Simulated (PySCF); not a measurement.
Ge(H)3(Et) (C₂H₈Ge), SMILES [GeH3][CH2]C. Atoms are numbered in the order given.

```xyz
11

Ge    -0.0583    -0.7789     0.0000
C      0.6938     1.0464     0.0000
C     -0.3710     2.1463     0.0000
H      1.0675    -1.8363     0.0000
H     -0.9388    -0.9887    -1.2530
H     -0.9388    -0.9887     1.2530
H      1.3486     1.1344     0.8830
H      1.3486     1.1344    -0.8830
H     -1.0217     2.0811    -0.8875
H     -1.0217     2.0811     0.8875
H      0.0843     3.1506     0.0000
```

The structure is a stationary point at B3LYP-D3(BJ)/def2-SVP.

The numbers are results of PySCF with PBE/def2-TZVPD, not measurements.

Symmetry labels are those of the subgroup Cs that the program uses (full group Cs).

Question: List the valence orbital energies around the gap with their symmetry. (An estimate is asked for; the answer gives what the named calculation found.)

Answer: 
```json
[
 {"orbital": "HOMO−7", "symmetry": "A'", "energy (eV)": "-13.07"},
 {"orbital": "HOMO−6", "symmetry": "A\"", "energy (eV)": "-10.86"},
 {"orbital": "HOMO−5", "symmetry": "A'", "energy (eV)": "-10.18"},
 {"orbital": "HOMO−4", "symmetry": "A'", "energy (eV)": "-9.19"},
 {"orbital": "HOMO−3", "symmetry": "A\"", "energy (eV)": "-8.54"},
 {"orbital": "HOMO−2", "symmetry": "A'", "energy (eV)": "-7.91"},
 {"orbital": "HOMO−1", "symmetry": "A\"", "energy (eV)": "-7.82"},
 {"orbital": "HOMO", "symmetry": "A'", "energy (eV)": "-7.05"},
 {"orbital": "LUMO", "symmetry": "A'", "energy (eV)": "-0.43"},
 {"orbital": "LUMO+1", "symmetry": "A'", "energy (eV)": "0.06"},
 {"orbital": "LUMO+2", "symmetry": "A'", "energy (eV)": "0.31"},
 {"orbital": "LUMO+3", "symmetry": "A\"", "energy (eV)": "0.73"}
]
```
